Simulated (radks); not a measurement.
The numbers below are computed, except where a source is named.
Species: Nb3+. Configuration: [Kr] 5s2 (not the ground configuration).

Code: a radial shooting solver on a logarithmic mesh with Libxc functionals. Model: scalar-relativistic Kohn-Sham, LDA (Slater exchange, Perdew-Wang correlation), spin-unpolarised, spherical densities, finite nucleus; Fermi nuclear charge, rms radius 4.324 fm.

Energy parts (eV):
| part | energy |
|---|---|
| total | -103766.149 |
| kinetic | 106812.517 |
| electron-nucleus | -248584.559 |
| Hartree | 41085.600 |
| exchange-correlation | -3079.708 |

Orbitals (lengths in bohr, moments of r in powers of bohr; <r^-3> diverges for s and p1/2; r(max) is where P^2 peaks):
orbital,occ.,eigenvalue (eV),<r^-3>,r(max),<r^2>,<1/r>
1s,2,-18822.43,-,0.02352,0.001761,42.35
2s,2,-2669.824,-,0.1334,0.02951,9.514
2p,6,-2390.257,2343,0.1065,0.02321,9.267
3s,2,-479.2914,-,0.3960,0.2259,3.249
3p,6,-387.9252,384.4,0.3894,0.2319,3.090
3d,10,-238.1476,50.65,0.3335,0.2258,2.857
4s,2,-97.5001,-,1.020,1.444,1.206
4p,6,-72.7055,58.33,1.101,1.763,1.080
5s,2,-29.3184,-,2.466,7.861,0.4946

The highest occupied level is 5s at -29.318 eV. The electron density at the nucleus is 8.374e+04 e/bohr^3 (large components only). Summed over all electrons, <r^2> = 33.49 bohr^2, which gives a Langevin (diamagnetic) susceptibility term of -26.5 x 10^-6 cm^3/mol. The density falls to 0.001 e/bohr^3 at r = 4.08 bohr.
